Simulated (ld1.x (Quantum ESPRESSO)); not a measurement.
# copper, ultrasoft: configuration errors across variants

* Element: Cu
* Generator: ld1.x (Quantum ESPRESSO) 7.5
* Type: ultrasoft
* Functional: LDA (PZ)
* Relativity: scalar-relativistic
* Frozen core: [Ne] 3s2
* Valence charge: 17
* Reference configuration: 3p6 3d9 4s0 4p0 (charge +2)
* Partial waves: 4s (bound, empty): rcut 1.50, rcutus 1.80 bohr; 4s channel at -0.45 Ry: rcut 1.50, rcutus 1.80 bohr; 3p (bound): rcut 1.00, rcutus 1.20 bohr; 4p (bound, empty): rcut 1.00, rcutus 1.20 bohr; 3d (bound): rcut 0.80, rcutus 0.95 bohr; 3d channel at -1.9 Ry: rcut 0.80, rcutus 0.95 bohr
* Local potential: all-electron potential smoothed inside 1.35 bohr (lloc = -1)
* Core correction: Bessel-smoothed model core inside 0.50 bohr
* Augmentation charge: built from norm-conserving waves at rcut, not smoothed further

All-electron excitation energies from the reference (eV): (1) 3p6 3d10 4s0 4p0 -21.687; (2) 3p6 3d8 4s0 4p0 39.364; (3) 3p5 3d10 4s1 4p0 49.344; (4) 3p6 3d7 4s0 4p0 99.395; (5) 3p6 3d9 4s1 4p0 -18.220; (6) 3p6 3d10 4s0.5 4p0 -26.819; (7) 3p6 3d9 4s0 4p0 spin -0.242.

Spin tests fill each open shell by Hund’s rule, majority spin first.

Tests that are not counted but printed errors over 1 eV. “base”: 3p6 3d10 4s1 4p0 (solver errors, printed error -4061 eV); 3p6 3d10 4s1 4p0 (spin-polarised) (solver errors, printed error -4089 eV). “wave 4s channel at -0.45 Ry: rcut 1.50, rcutus 1.80 bohr becomes 4s channel at -1.41 Ry: rcut 1.50, rcutus 1.80 bohr”: 3p6 3d10 4s1 4p0 (solver errors, printed error -4105 eV). “wave 4s channel at -0.45 Ry: rcut 1.50, rcutus 1.80 bohr becomes 4s channel at -1.31 Ry: rcut 1.50, rcutus 1.80 bohr”: 3p6 3d10 4s1 4p0 (solver errors, printed error -4064 eV); 3p6 3d10 4s1 4p0 (spin-polarised) (solver errors, printed error -3668 eV). “wave 4s channel at -0.45 Ry: rcut 1.50, rcutus 1.80 bohr becomes 4s channel at -0.42 Ry: rcut 1.50, rcutus 1.80 bohr”: 3p6 3d10 4s1 4p0 (solver errors, printed error -4061 eV); 3p6 3d10 4s1 4p0 (spin-polarised) (solver errors, printed error -4092 eV). “wave 4s channel at -0.45 Ry: rcut 1.50, rcutus 1.80 bohr becomes 4s channel at 1.56 Ry: rcut 1.50, rcutus 1.80 bohr”: 3p6 3d10 4s1 4p0 (solver errors, printed error -4104 eV); 3p6 3d10 4s1 4p0 (spin-polarised) (solver errors, printed error -3963 eV).

Errors AE − PS in meV (a dash: test not solved or not reliable):

```tsv
change	(1)	(2)	(3)	(4)	(5)	(6)	(7)	bound ghosts
base	-17	-69	-4.8	-414	-10.0	-1.5	+11	not determined
wave 4s channel at -0.45 Ry: rcut 1.50, rcutus 1.80 bohr becomes 4s channel at -1.53 Ry: rcut 1.50, rcutus 1.80 bohr	–	–	–	–	–	–	–	not determined
wave 4s channel at -0.45 Ry: rcut 1.50, rcutus 1.80 bohr becomes 4s channel at -1.41 Ry: rcut 1.50, rcutus 1.80 bohr	-17	-69	-4.9	-415	-9.7	-3.5	+11	not determined
wave 4s channel at -0.45 Ry: rcut 1.50, rcutus 1.80 bohr becomes 4s channel at -1.31 Ry: rcut 1.50, rcutus 1.80 bohr	-17	-69	-4.9	-415	-9.7	-3.6	+11	not determined
wave 4s channel at -0.45 Ry: rcut 1.50, rcutus 1.80 bohr becomes 4s channel at -0.42 Ry: rcut 1.50, rcutus 1.80 bohr	-16	-69	-4.9	-414	-10	-1.6	+11	not determined
wave 4s channel at -0.45 Ry: rcut 1.50, rcutus 1.80 bohr becomes 4s channel at 0.57 Ry: rcut 1.50, rcutus 1.80 bohr	–	–	–	–	–	–	–	not determined
wave 4s channel at -0.45 Ry: rcut 1.50, rcutus 1.80 bohr becomes 4s channel at 1.56 Ry: rcut 1.50, rcutus 1.80 bohr	-17	-69	-4.8	-415	-9.5	-2.3	+11	not determined
wave 4s channel at -0.45 Ry: rcut 1.50, rcutus 1.80 bohr becomes 4s channel at 5.05 Ry: rcut 1.50, rcutus 1.80 bohr	–	–	–	–	–	–	–	not determined
```

Task: Give the same row for: wave 4s channel at -0.45 Ry: rcut 1.50, rcutus 1.80 bohr becomes 4s channel at -0.96 Ry: rcut 1.50, rcutus 1.80 bohr.

Result: -16, -69, -4.9, -414, -9.7, -4.0, +11; bound ghosts: not determined. Not counted: 3p6 3d10 4s1 4p0 (solver errors, printed error -4090 eV); 3p6 3d10 4s1 4p0 (spin-polarised) (solver errors, printed error -4105 eV).
